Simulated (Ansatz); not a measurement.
`C=C(Br)CF` → `C=CBr` + `[CH]F` at 400 K and 1 bar (formal loss of a carbene).

Computed with Ansatz on PBE0-D4/def2-TZVP structures; ΔE is electronic, products minus reactants. CCSD(T)/CBS adds triple-zeta CCSD(T) − MP2 to the extrapolated MP2 energy (def2 sets, frozen cores). This one scheme is used for every species. For Br outer-core shells are correlated without core-valence functions, which leaves a few kJ/mol of doubt a bond. Scalar relativity is left out up to krypton. One conformer a species, not always the lowest.

| species | CCSD(T)/CBS energy (Eh) | H − E (kJ/mol) | S (J/(mol·K)) |
| --- | --- | --- | --- |
| `C=C(Br)CF` | -2789.64337 | 193.4 | 351.9 |
| `C=CBr` | -2651.19815 | 129.0 | 292.5 |
| `[CH]F` | -138.29972 | 46.3 | 233.5 |

H − E and S are ideal-gas, rigid-rotor, harmonic terms from PBE0-D4/def2-TZVP, for one conformer and one mirror image of each species. 1 Eh = 2625.50 kJ/mol, R = 8.31446 J/(mol·K).

Task: By hand: ΔE, ΔH, ΔS and ΔG.

Result: ΔE = (-2651.19815) + (-138.29972) − (-2789.64337) = 0.14550 Eh = 382.0 kJ/mol. Δ(H − E) = 129.0 + 46.3 − 193.4 = -18.1, so ΔH = 363.9 kJ/mol. ΔS = 292.5 + 233.5 − 351.9 = 174.1 J/(mol·K). ΔG = 363.9 − 400 × (174.1)/1000 = 294.3 kJ/mol.

Task: By hand: the equilibrium constant, and the temperature at which ΔG would vanish if ΔH and ΔS stayed fixed.

Result: log₁₀ K = −ΔG/(RT ln 10) = -38.4. ΔG = 0 at ΔH/ΔS = 2090 K.

The number of gas molecules changes by +1, which sets the sign of ΔS. A doubt of 5 kJ/mol in ΔE shifts log₁₀ K by 0.7 here. Other conformers and mirror images would add mixing entropy, several J/(mol·K) or more a flexible species. These are equilibria of isolated gas molecules and say nothing of rates. Largest T1 diagnostic: 0.018 (customary marks: 0.02 for closed shells, 0.045 for open ones).
